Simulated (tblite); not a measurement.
Species: C₅H₃F₃O₃S.
Numbering: `[O:1]=[S:2](=[O:3])([c:4]1[cH:5][cH:6][cH:7][o:8]1)[C:9]([F:10])([F:11])[F:12]` (hydrogens: H13 on C5; H14 on C6; H15 on C7)

The geometry is computed with GFN2-xTB (gas phase).

Question: What internal coordinates does the optimisation give?

Answer: 
| bond | length (bohr) | order |
| --- | --- | --- |
| O1=S2, S2=O3 | 2.691 | double |
| S2–C4 | 3.341 | single |
| C4–C5 | 2.580 | aromatic |
| C5–C6 | 2.671 | aromatic |
| C6–C7 | 2.580 | aromatic |
| C7–O8 | 2.529 | aromatic |
| S2–C9 | 3.581 | single |
| C9–F10 | 2.520 | single |
| C9–F11, C9–F12 | 2.505 | single |
| C4–O8 | 2.539 | aromatic |
| C5–H13 | 2.021 | single |
| C6–H14 | 2.022 | single |
| C7–H15 | 2.026 | single |

Bonds in one row agree within 0.02 bohr and their mean is given. Orders are formal, as drawn. A selection of angles:
| angle | degrees |
| --- | --- |
| O1–S2–O3 | 120.4 |
| O1–S2–C4 | 111.3 |
| O1–S2–C9 | 107.1 |
| O3–S2–C4 | 109.1 |
| C4–S2–C9 | 100.4 |
| S2–C4–C5 | 131.3 |
| S2–C4–O8 | 117.6 |
| C5–C4–O8 | 111.0 |
| C4–C5–C6 | 105.4 |
| C5–C6–C7 | 105.9 |
| C6–C7–O8 | 110.9 |
| C4–O8–C7 | 106.7 |
| S2–C9–F10 | 108.5 |
| S2–C9–F12 | 111.9 |
| F10–C9–F11 | 107.8 |
| F10–C9–F12 | 109.1 |

Torsions: O1–S2–C4–C5 146° (anticlinal); O1–S2–C9–F10 172° (antiperiplanar). The mirror-image conformer, all signs reversed, is as good.

S2 (sulfonyl sulfur) is distorted tetrahedral (angles from 100.4° to 120.4°). The 5-membered ring C4–C5–C6–C7–O8 has internal angles of 105.4° to 111.0° (sum 540°, against 540° for a flat polygon); it is planar, 0.00 Å rms from its mean plane, widest ring torsion 0°. The C–C distances run from 1.365 Å (C6–C7, aromatic) to 1.413 Å (C5–C6, aromatic), a spread of 0.048 Å. Of the pairs four or more bonds apart, O8···F11 is among the closest relative to their van der Waals radii: 3.09 Å, 103 % of the sum of Bondi's values. The 2 C–S bonds span 1.768 Å (S2–C4, drawn single) to 1.895 Å (S2–C9, drawn single), a spread of 0.127 Å.

Point group: C1 (no symmetry element, even within 0.4 Å). Its GFN2-xTB frequencies are all real (lowest 22 cm⁻¹). One conformer, not necessarily the lowest.
